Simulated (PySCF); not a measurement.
**Structure elucidation problem**

The spectra below were simulated for a compound C$_{10}$H$_{12}$.

$^{1}$H NMR (600 MHz, computed): δ 6.80 (m, 1H), 6.77 (m, 1H), 5.81 (m, 1H), 5.74 (d, 1H), 1.95 (d, 3H), 1.54 (m, 1H), 0.88 (m, 2H), 0.74 (m, 2H).

$^{13}$C{$^{1}$H} NMR (computed): δ 138.9, 136.9, 134.0, 116.5, 115.3, 80.8, 17.2, 12.7 (2C), 4.0.

PySCF calculation with geometry: GFN2-xTB and σ from GIAO-PBE0/pcSseg-1; relativity neglected, single conformer, averaged over atoms made equivalent by symmetry, fast rotation or ring inversion, no solvent model.

Scale: TMS for $^{1}$H and $^{13}$C (reference shieldings calculated alike).

Question: Which of these isomers gave the spectra?
A. C#CC1=CCC[C@@H](C=C)C1
B. C/C=C\C=C/C#CC1CC1
C. CC(C)c1ccc2c(c1)C2

Answer: B. 

1. The formula gives 5 degrees of unsaturation (1 ring in the answer).
2. 9 carbon signals for 10 carbons: some carbons are equivalent by symmetry or fast rotation.
3. Carbon types of the structure: 2 × C, 5 × CH, 2 × CH2, 1 × CH3, which accounts for all hydrogens.
4. δC 138.9, 136.9, 134.0, 116.5: alkene CH; as expected for a trigonal carbon in a double bond.
5. δC 115.3, 80.8: alkyne carbon.
6. δC 17.2: allylic methyl carbon; aliphatic region, no heteroatom directly attached.
7. δC 12.7, 4.0: three-membered-ring carbon; carbons of three-membered rings are unusually shielded.
8. δH 1.54, 0.88, 0.74: hydrogen on a three-membered-ring carbon; cyclopropane-type protons are shielded by the ring.

The others: CC(C)c1ccc2c(c1)C2 would give 6 signals for carbon-bound and other non-exchanging H, not 8; C#CC1=CCC[C@@H](C=C)C1 would give 10 carbon signals, not 9.

Shifts are as computed. Against solution values, carbons near 30 ppm lie about +3 ppm off and those near 130 ppm about +5 ppm. Of 1211 compounds with measured shifts, 218 miss one by over three times the rms of a fit or turn the order of signals round; such compounds aren't used in these exercises. No couplings were computed; multiplicities are counted from neighbouring protons, with m where these are inequivalent, close in shift, in a saturated or five-membered ring or joined by F or P, and br s for small geminal =CH2 splittings.
